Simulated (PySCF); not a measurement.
Polarisability and C₆ of I²⁺ (iodine, charge +2)

[Kr] 4d10 5s1 5p3 5d1, high-spin 6D determinant (an excited configuration). Calculation: PySCF 2.14, in aug-cc-pVQZ-PP with one added diffuse shell each of s, p, d, f, g type with ECP28MDF (8s8p6d4f3g, 117 functions); scalar relativity through the core potential. Coupled (time-dependent) response in atomic units; α is the mean over directions.

```
method  mean α (bohr³)         α xx, yy, zz  C₆ (like pair)  S(−4)
  PBE0           28.62  33.89, 33.89, 18.08           200.8  507.0
```

S(−4) is the Cauchy moment in α(ω) = α(0) + S(−4) ω² + …

Spin-orbit coupling is absent.

α(iu) at PBE0:

```tsv
u (hartree)	α(iu) (bohr³)
0	28.62
0.0500	27.44
0.100	24.73
0.200	18.97
0.300	14.70
0.500	9.510
0.750	6.129
1.00	4.296
1.50	2.512
2.00	1.700
3.00	0.9692
5.00	0.4527
```

A single London oscillator, α(iu) = α/(1 + u²/ω²), gives C₆ = (3/4) ω α². Matching the computed C₆ needs ω = 4 × 200.8 / (3 × 28.62²) = 0.327 hartree.

For an ion, C₆ is the dispersion term alone; charge-induced terms of lower order in 1/R come first.

The components differ because the open shell of this determinant is not spherical; for a pure term their mean is the scalar polarisability.

Energies and moments cover only the electrons outside the core potential. The outer electron is Rydberg-like, and this basis confines it to a smaller radius and binds it less than a complete one would.
